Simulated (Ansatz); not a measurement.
Calculated with Ansatz (gas phase, PBE0-D4/def2-TZVP geometries, no zero-point term in ΔE). CCSD(T)/CBS adds triple-zeta CCSD(T) − MP2 to the extrapolated MP2 energy (def2 sets, frozen cores). DFT in def2-TZVPP. B3LYP here is the variant with VWN-RPA as its local correlation; programs differ in this. def2 core potentials past Kr. For Ga, In outer-core shells are correlated without core-valence functions, which leaves a few kJ/mol of doubt a bond. Scalar relativity is left out up to krypton. One conformer a species, not always the lowest.

`C=C[CH2][InH2]` + `[Cl][GaH2]` → `C=[CH][GaH][Cl]` + `[CH3][InH2]`  (formal exchange of groups at a C–C bond)

`C=C[CH2][InH2]`:

Cartesian coordinates in Å:
```
C 0.166 1.072 1.087
C 0.123 -0.265 0.904
C -0.809 -0.987 0.035
In 0.354 -0.111 -1.624
H -0.618 1.723 0.711
H 0.949 1.530 1.678
H 0.938 -0.851 1.327
H -1.816 -0.578 -0.005
H -0.802 -2.066 0.150
H 1.921 -0.729 -1.945
H -0.407 1.261 -2.319
```

`[Cl][GaH2]`:

Z-matrix (Å, degrees):
```
Ga
Cl 1 2.149
H 1 1.556 2 115.2
H 1 1.556 2 115.2 3 -180.0
```

`C=[CH][GaH][Cl]`:

Cartesian coordinates in Å:
```
C -0.630 0.347 1.291
C -0.666 -0.049 0.019
Ga 0.968 -0.231 -1.004
Cl 0.764 -0.877 -3.048
H 0.303 0.580 1.798
H -1.531 0.458 1.891
H -1.629 -0.269 -0.436
H 2.421 0.040 -0.511
```

`[CH3][InH2]`:

Cartesian coordinates in Å:
```
C -0.690 0.499 -0.542
In 0.770 -0.584 0.612
H -1.704 0.172 -0.313
H -0.611 1.564 -0.311
H -0.503 0.378 -1.610
H 0.307 -1.448 2.038
H 2.431 -0.582 0.125
```

Question: Is it downhill or uphill in electronic energy at CCSD(T)/CBS, and by how much? (Best estimate.)

Answer: Ansatz gave: Downhill: ΔE = -25.4 kJ/mol.

Question: What do these levels give: BLYP-D4, r2SCAN-D4, PBE0-D4, PBE, B3LYP, MP2/def2-TZVPP? (Estimate.)

Answer: Ansatz gave: BLYP-D4 -27.5, r2SCAN-D4 -18.4, PBE0-D4 -21.8, PBE -21.4, B3LYP -32.7, MP2/def2-TZVPP -25.1 kJ/mol.

Largest T1 diagnostic among the species: 0.013.

In def2-TZVPP, CCSD(T) changes the Hartree–Fock value by +15.2 kJ/mol (the triples alone add +3.9 kJ/mol) and MP2 by +20.2 kJ/mol. The D4 term adds +3.9 kJ/mol with B3LYP and +2.0 kJ/mol with PBE0; it sums over pairs of atoms, weighted by their polarisabilities, and B3LYP, whose exchange is more repulsive, gets the larger term.
